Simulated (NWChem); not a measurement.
Species: BHSF2; SMILES SB(F)F

```xyz
5

B      0.0143    -0.4728     0.0000
F      1.1569    -1.1386     0.0000
F     -1.1222    -1.1527     0.0000
S      0.0561     1.3423     0.0000
H     -1.2824     1.5091     0.0000
```
Atoms are numbered in this order, from 1.

Computed with NWChem. Medium grid unless said otherwise, to which SCAN and Minnesota functionals are sensitive. Structure relaxed at the B3LYP/6-31G* (spherical d) level. B3LYP is NWChem's, with the RPA form of VWN correlation. Total energies of different functionals are on different scales.

| level | energy (Ha) | highest occupied level (eV) | orbital gap (eV) | dipole (D) |
|---|---|---|---|---|
| B3LYP/def2-SVP | -623.2012 | -7.93 | 8.11 | 1.30 |
| PBE/def2-SVP | -622.7813 | -6.91 | 6.31 | 1.25 |
| LDA (Slater exchange, PW92)/def2-SVP | -620.2636 | -7.03 | 6.16 | 1.35 |
| LC-BLYP (range parameter 0.33 per bohr)/def2-SVP | -622.5814 | -10.43 | 12.97 | 1.28 |
| M06-2X/def2-SVP | -623.0924 | -9.44 | 10.79 | 1.32 |
| M06-L/def2-SVP | -623.1575 | -7.29 | 7.05 | 1.29 |
| RPBE/def2-SVP | -623.1183 | -6.88 | 6.36 | 1.21 |
| BHandHLYP/def2-SVP | -623.0964 | -9.37 | 10.85 | 1.37 |
| PW91/def2-SVP | -623.1014 | -6.96 | 6.28 | 1.25 |
| MPW1K/def2-SVP | -623.1270 | -9.26 | 10.30 | 1.37 |
| Hartree-Fock/def2-SVP | -621.5278 | -11.23 | 15.35 | 1.40 |
